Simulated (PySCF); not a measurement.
Atoms are numbered as in `[Cl:1][c:2]1[cH:3][cH:4][c:5]([P:6]2[CH2:7][CH2:8]2)[cH:9][cH:10]1` (H(Xn): hydrogen on atom n).

- σ from GIAO-PBE0/pcSseg-1
- geometry from GFN2-xTB
- run in PySCF
- non-relativistic Hamiltonian, gas phase, one computed conformer, fast rotation and ring inversion assumed for equivalent nuclei

Referencing at the same level of theory: ¹³C (186.93 ppm), ¹H (31.72 ppm) against TMS; ³⁵Cl (949.78 ppm) against HCl; ³¹P (318.38 ppm) against H3PO4.

```json
{"atoms": "C3/C10", "nucleus": "¹³C", "count": "2", "Hirshfeld charge": "-0.06", "δ (ppm)": "134.2"}
{"atoms": "P6", "nucleus": "³¹P", "count": "1", "Hirshfeld charge": "0.12", "δ (ppm)": "-243.1"}
{"atoms": "H(C3)/H(C10)", "nucleus": "¹H", "count": "2", "Hirshfeld charge": "0.05", "δ (ppm)": "7.43"}
{"atoms": "H(C7)/H(C8)", "nucleus": "¹H", "count": "4", "Hirshfeld charge": "0.05", "δ (ppm)": "1.07"}
{"atoms": "H(C4)/H(C9)", "nucleus": "¹H", "count": "2", "Hirshfeld charge": "0.05", "δ (ppm)": "?"}
{"atoms": "C2", "nucleus": "¹³C", "count": "1", "Hirshfeld charge": "0.02", "δ (ppm)": "145.5"}
{"atoms": "C5", "nucleus": "¹³C", "count": "1", "Hirshfeld charge": "-0.05", "δ (ppm)": "151.2"}
{"atoms": "C7/C8", "nucleus": "¹³C", "count": "2", "Hirshfeld charge": "-0.12", "δ (ppm)": "11.7"}
{"atoms": "C4/C9", "nucleus": "¹³C", "count": "2", "Hirshfeld charge": "-0.04", "δ (ppm)": "?"}
{"atoms": "Cl1", "nucleus": "³⁵Cl", "count": "1", "Hirshfeld charge": "-0.03", "δ (ppm)": "?"}
```

Q: Estimate the values marked ?.

A: 
- C4/C9: 140.1 ppm, aromatic CH
- H(C4)/H(C9): 7.76 ppm, hydrogen on an aromatic CH; ring-current deshielding
- Cl1: 239 ppm, chlorine bonded to C

Carbons that carry Cl, above all several Cl atoms, come out too deshielded, partly because spin–orbit coupling is missing. Shifts are as computed. Against solution values, carbons near 30 ppm lie about +3 ppm off and those near 130 ppm about +5 ppm; carbons on Cl a further +6 ppm. Of 1211 compounds with measured shifts, 218 miss one by over three times the rms of a fit or turn the order of signals round; such compounds aren't used in these exercises. Experimental scales use liquid or dissolved standards, which lie at an offset from isolated H3PO4.
